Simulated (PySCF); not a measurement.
# Static response to an electric field

Species: C2H10OSSi3.
Structure used (GFN2-xTB), in Å, numbered top down from 1:
```
atom  x, y, z in Å
C1    -1.256    1.441    1.053
C2    -1.438    0.924   -0.328
S3    -1.295    1.916   -1.616
Si4   -1.658   -0.942   -0.607
Si5    0.450   -1.900   -0.683
O6     1.489   -0.851   -0.011
Si7    2.494    0.399    0.235
H8    -1.160    2.525    1.067
H9    -0.353    0.999    1.481
H10   -2.096    1.140    1.680
H11   -2.433   -1.086   -1.841
H12   -2.512   -1.405    0.502
H13    0.943   -2.183   -2.034
H14    0.588   -3.100    0.147
H15    3.812   -0.008   -0.241
H16    1.963    1.544   -0.498
H17    2.453    0.599    1.684
```

Level: B3LYP/def2-SVPD (PySCF), static field, nuclei fixed, core orbitals frozen in the response. The polarisability tensor in these axes (au):

```
x   125.76  -5.06   2.71
y    -5.06 141.20  -5.66
z     2.71  -5.66 122.19
```

Q: Diagonalise the tensor; give its mean and Δα, where Δα² is half the sum of the squared differences of the eigenvalues.

A: Principal values 120.24, 124.47 and 144.44 au; mean 129.72 au = 19.22 Å³ = 21.39 × 10⁻⁴⁰ C²·m²/J; Δα = 22.39 au (17 % of the mean).

Q: What is the dipole moment, and where does it point?

A: (0.31, -1.01, 1.66) D, 1.97 D in size, pointing from the negative to the positive side. Measured along this direction, the outermost atoms are S3 at the negative end and H14 at the positive end.

Q: How large is μ²/3kT at 273 K beside α?

A: In Gaussian units μ²/3kT = 34.27 Å³ against 19.22 Å³, a ratio of 1.78; the Debye molar polarisation (4π/3)N_A(α + μ²/3kT) is 134.9 cm³/mol, leaving out the vibrational part.

Q: What would n − 1 = 2πNα be for an ideal gas of these molecules at 273.15 K and 1 atm, electronic part alone?

A: N = p/kT = 2.6868 × 10¹⁹ cm⁻³, so n − 1 = 2π × N × 19.22 × 10⁻²⁴ cm³ = 3245 × 10⁻⁶ at long wavelengths.

Q: Rayleigh depolarisation ratio (linearly polarised light, static tensor)?

A: ρ = 3Δα²/(45ᾱ² + 4Δα²) = 1503.9/(757178 + 2005.1) = 0.00198.

The structure is a single GFN2-xTB conformer in the gas phase; no vibrational or solvent corrections.

The run behind these numbers computed excited states as well. Time: 94 s wall; peak memory 0.91 GiB. Hardware: one thread, Arm Neoverse N1 (aarch64), no GPU, shared host with 64 logical CPUs at a one-minute load of 59.
